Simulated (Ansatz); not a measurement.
`[O+]#[C][Mn-5]([C]#[O+])([C]#[O+])([C]#[O+])([C]#[O+])[C](F)(F)F`. Total charge 0; spin multiplicity 1. Geometry: relaxed with PBE0-D4/def2-TZVP.

```xyz
15

O    -0.726   -1.968    2.108
C    -0.608   -1.226    1.263
Mn   -0.398   -0.017   -0.125
C     0.011    1.180   -1.477
O     0.261    1.907   -2.306
C    -2.166   -0.095   -0.598
O    -3.265   -0.143   -0.883
C     0.066   -1.406   -1.259
O     0.349   -2.249   -1.957
C    -0.665    1.400    1.037
O    -0.820    2.270    1.743
C     1.599    0.070    0.485
F     1.739    0.224    1.829
F     2.305    1.095   -0.053
F     2.319   -1.042    0.192
```

What is the dipole moment at B3LYP/def2-TZVPP? (Estimate.)

The calculation gave: 3.13 D, with components (-2.99, -0.13, -0.95) D in this frame, pointing from negative to positive charge.

And with PBE, r2SCAN, ωB97M-V? (Estimate.)

Computed: PBE 2.52 D, r2SCAN 2.72 D, ωB97M-V 3.48 D.

Give the Mulliken charges with B3LYP, PBE, r2SCAN in def2-TZVPP. (Estimate.)

Computed: 
```
atom  B3LYP    PBE  r2SCAN
  O1  -0.01   0.02   -0.04
  C2   0.09   0.11    0.12
 Mn3  -0.53  -0.84   -0.59
  C4   0.15   0.15    0.19
  O5  -0.01   0.02   -0.04
  C6   0.07   0.12    0.16
  O7  -0.03   0.00   -0.07
  C8   0.15   0.15    0.19
  O9  -0.01   0.02   -0.04
 C10   0.10   0.12    0.13
 O11  -0.01   0.02   -0.04
 C12   0.62   0.53    0.59
 F13  -0.20  -0.14   -0.19
 F14  -0.20  -0.14   -0.18
 F15  -0.20  -0.14   -0.19
```

B3LYP here is the variant with VWN-RPA as its local correlation; programs differ in this.
